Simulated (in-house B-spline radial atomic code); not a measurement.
## Response and correlation of N VI (N5+)

Closed shell 1s2. Computed with an all-electron radial atomic-structure program (B-spline basis): Dirac-Hartree-Fock, relativistic RPA (time-dependent Dirac-Hartree-Fock) for the response and second-order many-body perturbation theory for correlation, no-pair Dirac-Coulomb Hamiltonian, finite nucleus.

```csv
"multipole (bohr³, bohr⁵, bohr⁷)",uncoupled,coupled RPA
dipole,0.0042938,0.0046334
quadrupole,0.00035641,?
octupole,7.6388e-05,8.0141e-05
```

Q: What is the coupled quadrupole polarisability?

A: 0.00038017 atomic units, +7 % against the uncoupled value.

Q: Which subshells carry the dipole polarisability?

A: 1s1/2 100.0 %.

Q: What does the dipole shielding factor come to?

A: The dipole shielding factor is 0.286, against the exact N/Z = 2/7 = 0.286 of the non-relativistic theorem.

Dipole polarisability at imaginary frequency:

```
u (Eh)  α(iu) (bohr³)
     0       0.004633
 0.294       0.004632
 0.735       0.004626
  1.47       0.004602
   2.2       0.004564
  2.94        0.00451
  4.41       0.004366
  5.88       0.004181
  7.35       0.003967
  10.3       0.003496
  14.7       0.002814
    22       0.001937
  29.4       0.001362
  44.1      0.0007541
  73.5      0.0003184
   147      8.774e-05
```

Q: What dispersion coefficients follow for two such ions (the dispersion part alone)?

A: C6 = (3/π)∫α(iu)²du = 0.0002996 hartree·bohr⁶ and C8 = 0.0001393 hartree·bohr⁸.

Lowest J = 1 odd-parity excitations:

| energy (eV) | oscillator strength | leading channel | weight |
| --- | --- | --- | --- |
| 426.41 | 2.69e-05 | 1s1/2 → p1/2 | 0.673 |
| 431.39 | 0.671 | 1s1/2 → p3/2 | 0.673 |
| 497.05 | 6.33e-06 | 1s1/2 → p1/2 | 0.673 |
| 498.4 | 0.144 | 1s1/2 → p3/2 | 0.673 |

Second-order correlation energy by the highest angular momentum of the excited pair (hartree): s -0.01404, p -0.02412, d -0.003674, f -0.00102, g -0.0003826, h -0.0001648, i -8.334e-05, k -4.615e-05.

Q: What is the second-order correlation energy at the partial-wave limit?

A: The listed waves sum to -0.043538 hartree; extrapolating the increments as (l + 1/2)⁻⁴ gives -0.043632 hartree, -0.594 eV per electron.
